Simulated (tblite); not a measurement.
Compound: C7H15OP.
Structure used (GFN2-xTB), in Å, numbered top down from 1:
```
atom  x, y, z in Å
C1     2.882   -0.416    0.179
P2     1.118   -0.142    0.612
O3     0.896   -0.113    2.064
C4     0.713    1.415   -0.288
C5    -0.732    1.863   -0.119
C6    -1.752    0.810   -0.554
C7    -1.897   -0.329    0.464
C8    -1.211   -1.641    0.084
C9     0.250   -1.472   -0.325
H10    3.049   -0.467   -0.891
H11    3.462    0.399    0.607
H12    3.197   -1.345    0.649
H13    1.385    2.179    0.116
H14    0.951    1.276   -1.344
H15   -0.882    2.775   -0.704
H16   -0.907    2.109    0.930
H17   -1.482    0.415   -1.535
H18   -2.718    1.308   -0.664
H19   -1.490    0.000    1.421
H20   -2.957   -0.544    0.620
H21   -1.263   -2.300    0.952
H22   -1.757   -2.124   -0.732
H23    0.798   -2.402   -0.151
H24    0.337   -1.233   -1.386
```

Level: GFN2-xTB in tblite, geometry and Hessian alike; calculated harmonic values, unscaled, isolated species. Errors from tens to a few hundred cm⁻¹ against measured bands are possible. One conformer, not necessarily the lowest.

Harmonic wavenumbers (cm⁻¹): 101.3, 125.4, 152.7, 163.0, 192.7, 206.0, 267.9, 285.1, 327.0, 347.5, 375.1, 477.6, 498.5, 654.4, 683.0, 726.6, 746.1, 782.5, 815.3, 843.0, 853.8, 865.9, 940.6, 947.8, 980.7, 1027.2, 1047.7, 1094.0, 1120.3, 1152.5, 1158.2, 1181.3, 1205.6, 1235.0, 1254.0, 1265.9, 1275.7, 1290.9, 1314.7, 1339.9, 1349.8, 1350.8, 1370.0, 1426.6, 1434.4, 1443.2, 1445.0, 1477.1, 1488.0, 1489.8, 1498.4, 2936.7, 2941.6, 2945.7, 2948.5, 2959.2, 2962.3, 2968.4, 2971.7, 2982.9, 2985.5, 2986.7, 3008.7, 3010.7, 3011.2, 3040.5.

A = 1987, B = 1235, C = 997.1 MHz; mass 146.086 u (most abundant isotopes); point group C1, symmetry number 1.

What is the zero-point energy?

½Σν̃ = 45878 cm⁻¹ = 131.17 kcal/mol.

Entropy at 400 K, 1 bar (ideal gas, RRHO, classical rotation)?

Translation 42.33, rotation 30.14, vibration 39.02: S = 111.5 cal/(mol K).

And Cp and H(400 K) − H(0)?

Cp = 54.92 cal/(mol K), of which vibrations give 46.98 (their classical limit is 66 R = 131.2); H(400 K) − H(0) = 12.03 kcal/mol without the zero-point energy, 8.85 from vibrations.

How do the functions run with temperature in this model?

| T (K) | S (cal/(mol K)) | Cp (cal/(mol K)) | H − H(0) (kcal/mol) | G − H(0) (kcal/mol) | ln q(vib) |
| --- | --- | --- | --- | --- | --- |
| 50 | 57.0 | 11.2 | 0.44 | -2.41 | 0.11 |
| 100 | 67.0 | 18.3 | 1.18 | -5.52 | 0.84 |
| 298.15 | 97.3 | 41.9 | 7.10 | -21.93 | 5.72 |
| 373.15 | 107.8 | 51.6 | 10.60 | -29.62 | 7.75 |
| 500 | 125.0 | 66.3 | 18.11 | -44.39 | 11.32 |
| 750 | 156.2 | 87.4 | 37.52 | -79.63 | 18.44 |
| 1000 | 183.4 | 101.3 | 61.22 | -122.16 | 25.34 |

q(vib) and H(0) count from the zero-point level.

Blend soft modes into free rotors: weight 1/[1 + (100 cm⁻¹/ν̃)⁴] for the oscillator and the rest for a rotor with moment μB/(μ + B), μ = h/(8π²ν), B = 10⁻⁴⁴ kg m². What vibrational entropy results?

38.26 cal/(mol K) in place of 39.02, which changes −T·S at 400 K by +0.30 kcal/mol.

Hindered rotation and anharmonicity are outside this model. Other conformers, if any are populated, would add a mixing term that is left out. The structure is chiral; the term R ln 2 for an equal mix with its mirror image is left out.

Time: 1.8 s. Hardware: one thread, Arm Neoverse N1 (aarch64), no GPU, shared host with 64 logical CPUs at a one-minute load of 55. This covers the Hessian and the dipole derivatives.
